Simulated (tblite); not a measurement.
Compound: C4H5NO2S.
Atom-mapped SMILES: `[CH3:1][S@:2](=[O:3])[c:4]1[cH:5][o:6][cH:7][n:8]1` (hydrogens: H9, H10, H11 on C1; H12 on C5; H13 on C7)

Computed with GFN2-xTB (tblite), gas phase: L-BFGS steps from a force-field or distance-geometry start until the largest atomic force falls under 0.01 eV/Å.

At the end of the run (lengths in Å): S2=O3 1.462, C1–S2 1.848, C7–N8 1.291, S2–C4 1.805, C7–H13 1.071, C1–H11 1.085, C5–O6 1.348, C1–S2–C4 93.1°, O6–C7–N8 114.2°, C5–O6–C7 104.9°, O3–S2–C4 104.4°, C1–S2–C4–C5 121°, H9–C1–S2–O3 163°, H12–C5–C4–S2 -3°.

Task: These geometries were met on the way; a selection of coordinates is given. Order them by energy above the end point, lowest first.
A. S2=O3 1.535, C1–S2 1.776, C7–N8 1.354, S2–C4 1.763, C7–H13 1.084, C1–H11 1.122, C5–O6 1.313, C1–S2–C4 111.1°, O6–C7–N8 107.0°, C5–O6–C7 112.0°, O3–S2–C4 108.7°, C1–S2–C4–C5 91°, H9–C1–S2–O3 -145°, H12–C5–C4–S2 -1°
B. S2=O3 1.462, C1–S2 1.854, C7–N8 1.292, S2–C4 1.816, C7–H13 1.074, C1–H11 1.090, C5–O6 1.348, C1–S2–C4 94.8°, O6–C7–N8 114.0°, C5–O6–C7 104.9°, O3–S2–C4 103.6°, C1–S2–C4–C5 97°, H9–C1–S2–O3 -164°, H12–C5–C4–S2 -7°
C. S2=O3 1.466, C1–S2 1.893, C7–N8 1.289, S2–C4 1.849, C7–H13 1.076, C1–H11 1.084, C5–O6 1.352, C1–S2–C4 102.9°, O6–C7–N8 114.2°, C5–O6–C7 104.3°, O3–S2–C4 105.5°, C1–S2–C4–C5 93°, H9–C1–S2–O3 -152°, H12–C5–C4–S2 -8°
D. S2=O3 1.462, C1–S2 1.861, C7–N8 1.291, S2–C4 1.810, C7–H13 1.073, C1–H11 1.083, C5–O6 1.346, C1–S2–C4 100.6°, O6–C7–N8 114.0°, C5–O6–C7 105.0°, O3–S2–C4 103.8°, C1–S2–C4–C5 95°, H9–C1–S2–O3 -155°, H12–C5–C4–S2 -10°
E. S2=O3 1.458, C1–S2 1.844, C7–N8 1.284, S2–C4 1.820, C7–H13 1.112, C1–H11 1.096, C5–O6 1.357, C1–S2–C4 107.2°, O6–C7–N8 112.2°, C5–O6–C7 105.5°, O3–S2–C4 108.2°, C1–S2–C4–C5 93°, H9–C1–S2–O3 -148°, H12–C5–C4–S2 -4°

Result: B (0.075 eV), D (0.124 eV), C (0.208 eV), E (0.405 eV), A (1.001 eV).

| step | E above end (eV) | rms distance from the end, all atoms (Å) | largest force (eV/Å) | rms shift of all bonds from the end (Å) |
| --- | --- | --- | --- | --- |
| 23 | 0.075 | 0.409 | 0.209 | 0.004 |
| 9 | 0.124 | 0.474 | 0.205 | 0.004 |
| 3 | 0.208 | 0.488 | 0.682 | 0.018 |
| 1 | 0.405 | 0.494 | 2.173 | 0.016 |
| 0 | 1.001 | 0.498 | 4.770 | 0.042 |

Rows stand in the order of the answer.
